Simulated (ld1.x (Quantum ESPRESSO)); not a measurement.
**Reading a pseudo-wave (N)**

Columns: radius, all-electron u(r) and pseudo u(r) of the 2p shell (level -37.51 eV) of nitrogen in the configuration [He] 2s2 2p1; PBE, scalar-relativistic, ultrasoft scheme, ld1.x (Quantum ESPRESSO) 7.5.

```
r (bohr)  all-electron  pseudo
   0.100        0.0919  0.0125
   0.200        0.2689  0.0490
   0.300        0.4520  0.1067
   0.400        0.6096  0.1813
   0.500        0.7317  0.2671
   0.600        0.8190  0.3579
   0.700        0.8744  0.4473
   0.800        0.9010  0.5292
   0.900        0.9036  0.5986
   1.000        0.8872  0.6515
   1.100        0.8566  0.6858
   1.200        0.8159  0.7008
   1.300        0.7684  0.6973
   1.400        0.7170  0.6777
   1.500        0.6639  0.6452
   1.600        0.6107  0.6036
   1.700        0.5587  0.5569
   1.800        0.5086  0.5085
   1.900        0.4611  0.4612
   2.000        0.4166  0.4166
   2.100        0.3752  0.3752
   2.200        0.3369  0.3369
   2.300        0.3017  0.3017
   2.400        0.2695  0.2695
   2.500        0.2402  0.2402
   2.600        0.2136  0.2136
```

(1) How many radial nodes do the two functions have?

(2) At about which radius was the pseudo-wave matched?

(3) Is the pseudo-wave norm-conserving?

Results:

(1) The all-electron 2p function has n − l − 1 = 0; the pseudo-wave has 0.

(2) 2.00 bohr. The columns agree to 0.0005 from 1.80 bohr on; several derivatives are matched, so the curves merge somewhat inside the radius.

(3) No, it belongs to an ultrasoft set: the norm inside the radius is not constrained, and the difference is carried by the augmentation charge.
